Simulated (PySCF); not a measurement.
F₃Y (SMILES [F][Y]([F])[F]), singlet, geometry from GFN2-xTB (such geometries of metal compounds can be far from the true shape) (core potentials on Y); DF-M062X/def2-TZVP (PySCF).

Input for PySCF:
```python
from pyscf import gto, scf, dft

mol = gto.Mole()
mol.atom = '''
    Y     0.06440607   -0.13267464   -0.31224007
    F    -1.52788470   -0.68420205    0.52720126
    F    -0.08680010    1.74084587   -0.20597742
    F     1.33559184   -0.48172038    1.03181646
'''
mol.basis = 'def2-tzvp'
mol.ecp = {'Y': 'def2-tzvp'}
mol.verbose = 4
mol.symmetry = True
mol.build()

mf = dft.RKS(mol)
mf.xc = 'm062x'
mf.irrep_nelec = {"A'": 22, 'A"': 16}
mf = mf.density_fit(auxbasis='def2-universal-jkfit')
mf.kernel()
mf.analyze()
```

Problem. What does PySCF print? Leave out banner, timings and long lists.

Solution. 
```
PySCF version 2.14.0

[INPUT] verbose = 4
[INPUT] num. atoms = 4
[INPUT] num. electrons = 38
[INPUT] charge = 0
[INPUT] spin (= nelec alpha-beta = 2S) = 0
[INPUT] symmetry True subgroup None
[INPUT] Mole.unit = angstrom
[INPUT] Symbol           X                Y                Z      unit          X                Y                Z       unit  Magmom
[...]
nuclear repulsion = 127.601339065329
point group symmetry = C3v, use subgroup Cs
symmetry origin: [ 2.57689929e-09 -8.07434927e-17 -8.58966393e-10]
symmetry axis x: [ 0.84897151 -0.40015093  0.34514724]
symmetry axis y: [-0.18651231  0.38420996  0.90421008]
symmetry axis z: [-0.49442951 -0.8320228   0.25155023]
num. orbitals of irrep A' = 79
num. orbitals of irrep A" = 54
number of shells = 47
number of NR pGTOs = 198
number of NR cGTOs = 133
basis = def2-tzvp
ecp = {'Y': 'def2-tzvp'}

******** <class 'pyscf.df.df_jk.DFSymAdaptedRKS'> ********
method = DFSymAdaptedRKS
initial guess = minao
damping factor = 0
level_shift factor = 0
DIIS = <class 'pyscf.scf.diis.CDIIS'>
diis_start_cycle = 1
diis_space = 8
diis_damp = 0
SCF conv_tol = 1e-09
SCF conv_tol_grad = None
SCF max_cycles = 50
direct_scf = False
XC library pyscf.dft.libxc version 7.1.2
    S. Lehtola, C. Steigemann, M. J. T. Oliveira, and M. A. L. Marques,  SoftwareX 7, 1–5 (2018)
XC functionals = m062x
    Y. Zhao and D. G. Truhlar,  Theor. Chem. Acc. 120, 215 (2008)
    Y. Zhao and D. G. Truhlar,  Theor. Chem. Acc. 120, 215 (2008)
radial grids:
    Treutler-Ahlrichs [JCP 102, 346 (1995); DOI:10.1063/1.469408] (M4) radial grids

becke partition: Becke, JCP 88, 2547 (1988); DOI:10.1063/1.454033
pruning grids: <function nwchem_prune>
grids dens level: 3
symmetrized grids: True
atomic radii adjust function: <function treutler_atomic_radii_adjust>
small_rho_cutoff = 0
Freeze 38 electrons in irreps ["A'", 'A"']
    0 free electrons in irreps
Set gradient conv threshold to 3.16228e-05
Initial guess from minao.
tot grids = 64664
******** <class 'pyscf.df.df.DF'> ********
auxbasis = def2-universal-jkfit
init E= -332.924651664471
HOMO (A") = -0.391393959910289  LUMO (A') = -0.82987367533117  gap/eV = -11.93164

WARN: A' LUMO -0.82987367533117 < system HOMO -0.391393959910289

WARN: A" HOMO -0.391393959910289 > system LUMO -0.82987367533117

cycle= 1 E= -336.59568965484  delta_E= -3.67  |g|= 1.42  |ddm|= 4.52
HOMO (A") = 0.0349038001131845  LUMO (A') = -0.304273131180537  gap/eV = -9.22947

WARN: A' LUMO -0.304273131180537 < system HOMO 0.0349038001131845

WARN: A" HOMO 0.0349038001131845 > system LUMO -0.304273131180537

cycle= 2 E= -336.397562854214  delta_E= 0.198  |g|= 1.71  |ddm|= 5.02
HOMO (A") = -0.0465050153229237  LUMO (A') = -0.439100277596992  gap/eV = -10.68306

WARN: A' LUMO -0.439100277596992 < system HOMO -0.0465050153229237

WARN: A" HOMO -0.0465050153229237 > system LUMO -0.439100277596992

cycle= 3 E= -336.749429309754  delta_E= -0.352  |g|= 1.37  |ddm|= 3.94
HOMO (A") = -0.075475250018385  LUMO (A') = -0.486743313774639  gap/eV = -11.19117

WARN: A' LUMO -0.486743313774639 < system HOMO -0.075475250018385

WARN: A" HOMO -0.075475250018385 > system LUMO -0.486743313774639

cycle= 4 E= -337.108637186417  delta_E= -0.359  |g|= 0.583  |ddm|= 1.19
HOMO (A") = -0.0798082071594166  LUMO (A') = -0.482298523909023  gap/eV = -10.95232

WARN: A' LUMO -0.482298523909023 < system HOMO -0.0798082071594166

WARN: A" HOMO -0.0798082071594166 > system LUMO -0.482298523909023

cycle= 5 E= -337.176809524119  delta_E= -0.0682  |g|= 0.184  |ddm|= 0.373
HOMO (A") = -0.085715653754292  LUMO (A') = -0.465053554632561  gap/eV = -10.32231

WARN: A' LUMO -0.465053554632561 < system HOMO -0.085715653754292

WARN: A" HOMO -0.085715653754292 > system LUMO -0.465053554632561

cycle= 6 E= -337.184325862936  delta_E= -0.00752  |g|= 0.0633  |ddm|= 0.15
HOMO (A") = -0.0882371376978668  LUMO (A') = -0.469642712142189  gap/eV = -10.37857

WARN: A' LUMO -0.469642712142189 < system HOMO -0.0882371376978668

WARN: A" HOMO -0.0882371376978668 > system LUMO -0.469642712142189

cycle= 7 E= -337.186019464758  delta_E= -0.00169  |g|= 0.0206  |ddm|= 0.109
HOMO (A") = -0.0876414208714849  LUMO (A') = -0.466992340573384  gap/eV = -10.32266

WARN: A' LUMO -0.466992340573384 < system HOMO -0.0876414208714849

WARN: A" HOMO -0.0876414208714849 > system LUMO -0.466992340573384

cycle= 8 E= -337.186810378999  delta_E= -0.000791  |g|= 0.0121  |ddm|= 0.0857
HOMO (A") = -0.0876148068479452  LUMO (A') = -0.466875422086417  gap/eV = -10.32021

WARN: A' LUMO -0.466875422086417 < system HOMO -0.0876148068479452

WARN: A" HOMO -0.0876148068479452 > system LUMO -0.466875422086417

cycle= 9 E= -337.187351888555  delta_E= -0.000542  |g|= 0.00898  |ddm|= 0.0777
HOMO (A") = -0.0878922461790097  LUMO (A') = -0.466663616328177  gap/eV = -10.30689

WARN: A' LUMO -0.466663616328177 < system HOMO -0.0878922461790097

WARN: A" HOMO -0.0878922461790097 > system LUMO -0.466663616328177

cycle= 10 E= -337.187745680687  delta_E= -0.000394  |g|= 0.00615  |ddm|= 0.081
HOMO (A") = -0.0884147143367855  LUMO (A') = -0.467373849294589  gap/eV = -10.31200

WARN: A' LUMO -0.467373849294589 < system HOMO -0.0884147143367855

WARN: A" HOMO -0.0884147143367855 > system LUMO -0.467373849294589

cycle= 11 E= -337.187917272591  delta_E= -0.000172  |g|= 0.0058  |ddm|= 0.0418
HOMO (A") = -0.0886477841083462  LUMO (A') = -0.467183921647475  gap/eV = -10.30049

WARN: A' LUMO -0.467183921647475 < system HOMO -0.0886477841083462

WARN: A" HOMO -0.0886477841083462 > system LUMO -0.467183921647475

cycle= 12 E= -337.188006452304  delta_E= -8.92e-05  |g|= 0.00512  |ddm|= 0.0256
HOMO (A") = -0.0884063307350758  LUMO (A') = -0.465949854486993  gap/eV = -10.27348

WARN: A' LUMO -0.465949854486993 < system HOMO -0.0884063307350758

WARN: A" HOMO -0.0884063307350758 > system LUMO -0.465949854486993

cycle= 13 E= -337.188136615125  delta_E= -0.00013  |g|= 0.00356  |ddm|= 0.0448
HOMO (A") = -0.0883873692123913  LUMO (A') = -0.465621861434144  gap/eV = -10.26507

[...]

WARN: A" HOMO -0.0882103521714726 > system LUMO -0.464524060485189

cycle= 18 E= -337.188542052093  delta_E= -0.000151  |g|= 0.00298  |ddm|= 0.0903
HOMO (A") = -0.0882301808711787  LUMO (A') = -0.464607758621497  gap/eV = -10.24176

WARN: A' LUMO -0.464607758621497 < system HOMO -0.0882301808711787

WARN: A" HOMO -0.0882301808711787 > system LUMO -0.464607758621497

cycle= 19 E= -337.18858178302  delta_E= -3.97e-05  |g|= 0.00268  |ddm|= 0.0281
HOMO (A") = -0.0884488347429766  LUMO (A') = -0.465322012941144  gap/eV = -10.25524

WARN: A' LUMO -0.465322012941144 < system HOMO -0.0884488347429766

WARN: A" HOMO -0.0884488347429766 > system LUMO -0.465322012941144

cycle= 20 E= -337.188679258904  delta_E= -9.75e-05  |g|= 0.00199  |ddm|= 0.0863
HOMO (A") = -0.0884043738657141  LUMO (A') = -0.463874375355246  gap/eV = -10.21706

WARN: A' LUMO -0.463874375355246 < system HOMO -0.0884043738657141

WARN: A" HOMO -0.0884043738657141 > system LUMO -0.463874375355246

cycle= 21 E= -337.188737972737  delta_E= -5.87e-05  |g|= 0.00266  |ddm|= 0.0846
HOMO (A") = -0.0883890045922868  LUMO (A') = -0.465468403043175  gap/eV = -10.26085

WARN: A' LUMO -0.465468403043175 < system HOMO -0.0883890045922868

WARN: A" HOMO -0.0883890045922868 > system LUMO -0.465468403043175

cycle= 22 E= -337.18873090476  delta_E= 7.07e-06  |g|= 0.00269  |ddm|= 0.0153
HOMO (A") = -0.088428745458188  LUMO (A') = -0.464450289685047  gap/eV = -10.23207

WARN: A' LUMO -0.464450289685047 < system HOMO -0.088428745458188

WARN: A" HOMO -0.088428745458188 > system LUMO -0.464450289685047

cycle= 23 E= -337.188757087473  delta_E= -2.62e-05  |g|= 0.00471  |ddm|= 0.0704
HOMO (A") = -0.0883964610424144  LUMO (A') = -0.463944547186202  gap/eV = -10.21918

WARN: A' LUMO -0.463944547186202 < system HOMO -0.0883964610424144

WARN: A" HOMO -0.0883964610424144 > system LUMO -0.463944547186202

cycle= 24 E= -337.188763667265  delta_E= -6.58e-06  |g|= 0.00404  |ddm|= 0.0218
HOMO (A") = -0.0883797494884035  LUMO (A') = -0.464194106429787  gap/eV = -10.22643

WARN: A' LUMO -0.464194106429787 < system HOMO -0.0883797494884035

WARN: A" HOMO -0.0883797494884035 > system LUMO -0.464194106429787

cycle= 25 E= -337.188768072018  delta_E= -4.4e-06  |g|= 0.00244  |ddm|= 0.0112
HOMO (A") = -0.0883294813411908  LUMO (A') = -0.465592513135334  gap/eV = -10.26585

WARN: A' LUMO -0.465592513135334 < system HOMO -0.0883294813411908

WARN: A" HOMO -0.0883294813411908 > system LUMO -0.465592513135334

cycle= 26 E= -337.18876808298  delta_E= -1.1e-08  |g|= 0.00119  |ddm|= 0.00846
HOMO (A") = -0.0883424920951938  LUMO (A') = -0.464894529759476  gap/eV = -10.24650

WARN: A' LUMO -0.464894529759476 < system HOMO -0.0883424920951938

WARN: A" HOMO -0.0883424920951938 > system LUMO -0.464894529759476

cycle= 27 E= -337.188771502732  delta_E= -3.42e-06  |g|= 0.00161  |ddm|= 0.0352
HOMO (A") = -0.0883332722387209  LUMO (A') = -0.465257333368982  gap/eV = -10.25663

WARN: A' LUMO -0.465257333368982 < system HOMO -0.0883332722387209

WARN: A" HOMO -0.0883332722387209 > system LUMO -0.465257333368982

cycle= 28 E= -337.188772145516  delta_E= -6.43e-07  |g|= 7.22e-05  |ddm|= 0.0025
HOMO (A") = -0.0883406912111653  LUMO (A') = -0.465267339854535  gap/eV = -10.25670

WARN: A' LUMO -0.465267339854535 < system HOMO -0.0883406912111653

WARN: A" HOMO -0.0883406912111653 > system LUMO -0.465267339854535

cycle= 29 E= -337.188772227758  delta_E= -8.22e-08  |g|= 4.5e-05  |ddm|= 0.00399
HOMO (A") = -0.0883452453014257  LUMO (A') = -0.465266769604597  gap/eV = -10.25656

WARN: A' LUMO -0.465266769604597 < system HOMO -0.0883452453014257

WARN: A" HOMO -0.0883452453014257 > system LUMO -0.465266769604597

cycle= 30 E= -337.188772247286  delta_E= -1.95e-08  |g|= 2.63e-05  |ddm|= 0.00238
HOMO (A") = -0.0883469758316764  LUMO (A') = -0.465275049304651  gap/eV = -10.25674

WARN: A' LUMO -0.465275049304651 < system HOMO -0.0883469758316764

WARN: A" HOMO -0.0883469758316764 > system LUMO -0.465275049304651

cycle= 31 E= -337.18877224593  delta_E= 1.36e-09  |g|= 3.62e-05  |ddm|= 0.000917
HOMO (A") = -0.0883485516563809  LUMO (A') = -0.465261046655627  gap/eV = -10.25631

WARN: A' LUMO -0.465261046655627 < system HOMO -0.0883485516563809

WARN: A" HOMO -0.0883485516563809 > system LUMO -0.465261046655627

cycle= 32 E= -337.188772253946  delta_E= -8.02e-09  |g|= 3.25e-05  |ddm|= 0.00108
HOMO (A") = -0.0883463594934284  LUMO (A') = -0.465260418721144  gap/eV = -10.25635

WARN: A' LUMO -0.465260418721144 < system HOMO -0.0883463594934284

WARN: A" HOMO -0.0883463594934284 > system LUMO -0.465260418721144

cycle= 33 E= -337.18877225518  delta_E= -1.23e-09  |g|= 3.08e-05  |ddm|= 0.000478
HOMO (A") = -0.0883463843252912  LUMO (A') = -0.4652646743491  gap/eV = -10.25647

WARN: A' LUMO -0.4652646743491 < system HOMO -0.0883463843252912

WARN: A" HOMO -0.0883463843252912 > system LUMO -0.4652646743491

cycle= 34 E= -337.188772255424  delta_E= -2.44e-10  |g|= 8.66e-06  |ddm|= 0.000141
HOMO (A") = -0.0883461024407239  LUMO (A') = -0.465266030004344  gap/eV = -10.25651

WARN: A' LUMO -0.465266030004344 < system HOMO -0.0883461024407239

WARN: A" HOMO -0.0883461024407239 > system LUMO -0.465266030004344

Extra cycle  E= -337.188772255104  delta_E= 3.2e-10  |g|= 4.15e-05  |ddm|= 2.64e-05
converged SCF energy = -337.188772255104
**** SCF Summaries ****
Total Energy =                        -337.188772255104254
Nuclear Repulsion Energy =             127.601339065329483
One-electron Energy =                 -732.832506697923804
Two-electron Energy =                  268.042395377490038
Two-electron Coulomb Energy =          304.087692853409351
DFT Exchange-Correlation Energy =      -36.045297475919298
HOMO-LUMO gap [eV] =                   -10.256513647564093
Wave-function symmetry = A'
occupancy for each irrep:     A'   A"
                              11    8
**** MO energy ****
[...]
Dipole moment(X, Y, Z, Debye): -1.22386,  1.79211,  3.52203
```
